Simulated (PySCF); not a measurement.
Job file and geometry (Å, from GFN2-xTB) of an NMR shielding run on SMILES CB(CB(O)O)N=C(C)C, C$_{5}$H$_{13}$B$_{2}$NO$_{2}$, PySCF, GIAO PBE0/pcSseg-1 NMR shielding, non-relativistic, gas phase; density fitting, a coarse starting grid and PySCF grid level 2 are the driver's defaults:

```
$ OMP_NUM_THREADS=1 python probes_run.py task.json out

{"job": {"kind": "nmr", "xc": "PBE0", "basis": "pcSseg-1"}, "charge": 0, "multiplicity": 1}
C     -0.811917    -1.826014    -1.545674
B     -0.574984    -0.939717    -0.241653
C     -1.735397    -0.758081     0.843798
B     -2.475876     0.633222     0.604367
O     -1.792720     1.819242     0.569861
O     -3.812864     0.674501     0.414561
N      0.589492    -0.279080    -0.082337
C      1.694542     0.275913     0.064276
C      1.953899     1.673889    -0.429814
C      2.850967    -0.403122     0.744499
H     -0.019445    -1.722110    -2.282781
H     -0.878789    -2.879295    -1.281050
H     -1.753323    -1.559874    -2.019853
H     -1.308971    -0.750899     1.848471
H     -2.448758    -1.576876     0.799952
H     -0.845624     1.721247     0.660054
H     -4.153876     1.557872     0.267601
H      2.252902     2.315125     0.398258
H      1.066103     2.085262    -0.903181
H      2.767644     1.663748    -1.153287
H      3.175865     0.181215     1.603833
H      2.565420    -1.398113     1.074059
H      3.690957    -0.481072     0.056117
```

**Question.** Write the output of this run.

**Answer.** 
```
coarse grid: 18896 points
cycle   1  E = -452.5568487218  dE =  1.257e+00  |g| = 1.015e+00  |ddm| = 4.114e+00
cycle   2  E = -452.3860674121  dE =  1.708e-01  |g| = 1.397e+00  |ddm| = 1.837e+00
cycle   3  E = -452.7631521413  dE = -3.771e-01  |g| = 1.755e-01  |ddm| = 1.174e+00
cycle   4  E = -452.7694453411  dE = -6.293e-03  |g| = 6.312e-02  |ddm| = 1.587e-01
cycle   5  E = -452.7701787385  dE = -7.334e-04  |g| = 2.306e-02  |ddm| = 6.117e-02
cycle   6  E = -452.7702913091  dE = -1.126e-04  |g| = 3.221e-03  |ddm| = 1.943e-02
cycle   7  E = -452.7702933809  dE = -2.072e-06  |g| = 7.401e-04  |ddm| = 2.907e-03
final grid: 181704 points
cycle   8  E = -452.8437925023  dE = -6.513e-05  |g| = 1.074e-02  |ddm| = 3.432e-02
cycle   9  E = -452.8437804521  dE =  1.205e-05  |g| = 1.338e-02  |ddm| = 1.813e-02
cycle  10  E = -452.8438187303  dE = -3.828e-05  |g| = 1.568e-03  |ddm| = 1.033e-02
cycle  11  E = -452.8438192062  dE = -4.760e-07  |g| = 3.300e-04  |ddm| = 1.226e-03
cycle  12  E = -452.8438192213  dE = -1.510e-08  |g| = 2.064e-04  |ddm| = 3.854e-04
cycle  13  E = -452.8438192301  dE = -8.721e-09  |g| = 2.398e-05  |ddm| = 1.608e-04
cycle  14  E = -452.8438192302  dE = -1.180e-10  |g| = 5.769e-06  |ddm| = 2.312e-05
converged SCF energy = -452.8438192302

GIAO shielding tensors (ppm)
atom      isotropic    diamagn.    paramagn.     s11        s22        s33       span
  0 C      181.667     253.620     -71.953    176.299    176.569    192.132     15.833
  1 B       72.764     200.729    -127.965     39.119     59.456    119.717     80.599
  2 C      177.100     260.615     -83.515    164.504    181.572    185.225     20.722
  3 B       69.823     197.495    -127.671     49.494     68.666     91.309     41.815
  4 O      202.682     394.784    -192.102     83.415    254.256    270.374    186.958
  5 O      216.626     381.244    -164.618    119.736    260.519    269.624    149.888
  6 N     -120.907     328.237    -449.144   -261.501   -153.905     52.685    314.186
  7 C       32.940     260.291    -227.351    -40.873      3.898    135.796    176.669
  8 C      157.363     251.494     -94.131    135.661    147.224    189.206     53.545
  9 C      157.226     249.449     -92.223    135.129    147.194    189.356     54.227
 10 H       31.591      33.265      -1.674     27.041     29.929     37.803     10.763
 11 H       31.185      31.109       0.076     27.557     28.646     37.352      9.795
 12 H       31.189      32.217      -1.028     26.980     30.173     36.414      9.434
 13 H       31.401      34.959      -3.559     27.986     29.388     36.828      8.842
 14 H       31.220      33.001      -1.780     27.576     29.553     36.532      8.956
 15 H       27.588      38.256     -10.668     19.929     25.692     37.144     17.215
 16 H       27.778      29.776      -1.998     21.842     23.375     38.117     16.276
 17 H       29.690      30.567      -0.876     26.921     28.214     33.935      7.014
 18 H       29.913      33.114      -3.201     26.064     29.706     33.969      7.905
 19 H       29.503      29.795      -0.292     26.283     27.999     34.227      7.944
 20 H       29.629      29.423       0.206     26.615     28.254     34.018      7.404
 21 H       29.878      31.092      -1.213     26.046     29.121     34.467      8.421
 22 H       29.582      28.647       0.935     26.491     28.044     34.212      7.721
```

Size and cost of the density-fitted run: 235 basis functions, 100 s wall time on 1 thread of an Arm Neoverse N1, shared host; peak memory 1.1 GiB.
